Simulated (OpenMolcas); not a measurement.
Cr3+, Mo3+, W3+: d3 down the group

```
Program             : OpenMolcas 26.06
Method              : CASSCF
Basis               : ANO-RCC-VQZP
Scalar Hamiltonian  : DKH2, point nucleus
Spin-orbit coupling : RASSI with atomic mean-field integrals over the reference wave functions, term energies averaged over their components
```

Active space for each ion: 3 electrons in 10 orbitals (d d).

Computed levels in cm-1 above 4F 3/2:

```
                               Level   Cr3+   Mo3+    W3+
                              4F 5/2    249    740   3429
                              4F 7/2    590   1695   6818
                              4F 9/2   1016   2806   9765
                              4P 1/2  17371  13032  14652
                              4P 3/2  17487  13137  13357
                              2G 7/2  17530  14083  17689
                              4P 5/2  17783  14228  19484
                              2G 9/2  17897  14812  26933
                              2H 9/2  23186  18683  18251
weight of 4F in the lowest level (%)    100     99     91
```

Mixed levels, with the weight of the term that names them: W3+ 4P 3/2 (56 %), W3+ 2G 9/2 (53 %), W3+ 2H 9/2 (55 %).

Measured, with the error of the calculation in %. Measured levels: Cr3+ from Sugar and Corliss, J. Phys. Chem. Ref. Data 6, 317 (1977); Mo3+ from Sugar and Musgrove, J. Phys. Chem. Ref. Data 17, 155 (1988); W3+ from the list in J. Phys. B 45, 035001 (2012).

| Level | Cr3+ | Mo3+ | W3+ |
| --- | --- | --- | --- |
| 4F 5/2 | 236 (+5.5) | 778 (-4.8) | 3537 (-3.1) |
| 4F 7/2 | 556 (+6.1) | 1760 (-3.7) | 6745 (+1.1) |
| 4F 9/2 | 946 (+7.4) | 2865 (-2.0) | 9256 (+5.5) |
| 4P 1/2 | 14059 (+23.6) | 10338 (+26.1) | 11773 (+24.5) |
| 4P 3/2 | 14177 (+23.3) | 10331 (+27.2) | 10221 (+30.7) |
| 2G 7/2 | 15052 (+16.5) | 11580 (+21.6) | 15261 (+15.9) |
| 4P 5/2 | 14471 (+22.9) | 11612 (+22.5) | 17190 (+13.3) |
| 2G 9/2 | 15402 (+16.2) | 12311 (+20.3) |  |
| 2H 9/2 | 21066 (+10.1) | 15995 (+16.8) | 16205 (+12.6) |

The fine-structure level 4F 9/2 changes by a factor of 9.61 from Cr3+ to W3+.

Without spin-orbit coupling 4P lies 17048, 12161, 11390 cm-1 above 4F in that order; the difference to the level 4P 1/2, of either sign, comes from spin-orbit coupling, which also lowers the zero.

Without dynamic correlation excited terms often stand tens of per cent too high (terms of higher spin than the ground term too low), and those without a measured partner can miss by more than the paired ones. Active for correlation alone: 4d; no level in the range computed is led by a configuration that fills it, so any true level of that kind is missing (holds for Cr3+). Active for correlation alone: 5d; no level in the range computed is led by a configuration that fills it, so any true level of that kind is missing (holds for Mo3+). Active for correlation alone: 6d; no level in the range computed is led by a configuration that fills it, so any true level of that kind is missing (holds for W3+). Computed and measured levels are paired by configuration, term and J; levels that our copy of the source lacks, or whose pairing is in doubt (as where it misses far off the trend of its configuration), stay unpaired and out of the deviations. Only configurations of the active space appear.
